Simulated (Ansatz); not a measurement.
This geometry of GeH$_{7}$NOSi$_{2}$ (12 atoms, charge 0, multiplicity 1) is a first-order saddle point.

Computed with RKS BHLYP-D4/def2-SVP in Ansatz 0.2.0.

```xyz
12
Properties=species:S:1:pos:R:3
Ge -1.682 -0.563 1.393
Si 0.485 0.132 0.668
N 0.520 1.197 -0.713
Si 1.308 -0.025 -1.666
O 1.248 -1.014 -0.307
H -2.765 0.223 0.642
H -1.893 -2.055 1.116
H -1.877 -0.321 2.896
H 1.325 0.538 1.819
H 0.181 2.123 -0.893
H 2.686 0.268 -2.113
H 0.542 -0.559 -2.811
```

(1) Which two structures does it join? (They come from a converged band through this point; their orientation in space is the band's.)

(2) How far does it lie above each of them?

## Answers

(1) No bond is made or broken. The dihedral H7–Ge1–Si2–Si4 goes from 121 to 1°. The two ends are copies of one structure, up to a mirror image or an exchange of like atoms.

Image 0:

```xyz
12
Properties=species:S:1:pos:R:3
Ge -1.662 -0.607 1.370
Si 0.540 -0.058 0.660
N 0.640 1.238 -0.504
Si 1.194 0.130 -1.724
O 1.090 -1.083 -0.563
H -2.557 -0.818 0.145
H -1.686 -1.881 2.223
H -2.259 0.533 2.208
H 1.478 0.021 1.804
H 0.443 2.221 -0.479
H 2.566 0.336 -2.233
H 0.290 -0.087 -2.873
```

Image 8:

```xyz
12
Properties=species:S:1:pos:R:3
Ge -1.657 -0.564 1.397
Si 0.482 0.187 0.677
N 0.466 1.175 -0.761
Si 1.309 -0.062 -1.648
O 1.303 -0.972 -0.233
H -2.499 0.622 1.889
H -2.394 -1.215 0.221
H -1.559 -1.580 2.541
H 1.287 0.699 1.810
H 0.105 2.083 -0.985
H 2.668 0.274 -2.122
H 0.566 -0.701 -2.752
```

(2) 0.040 eV above the first and 0.040 eV above the second. This is the barrier of this one path; another mechanism may lie lower.

Run time: 4.9 min on 2 threads of INTEL(R) XEON(R) PLATINUM 8581C CPU @ 2.10GHz (Emerald Rapids), with other jobs on the host, peak memory 0.38 GiB.
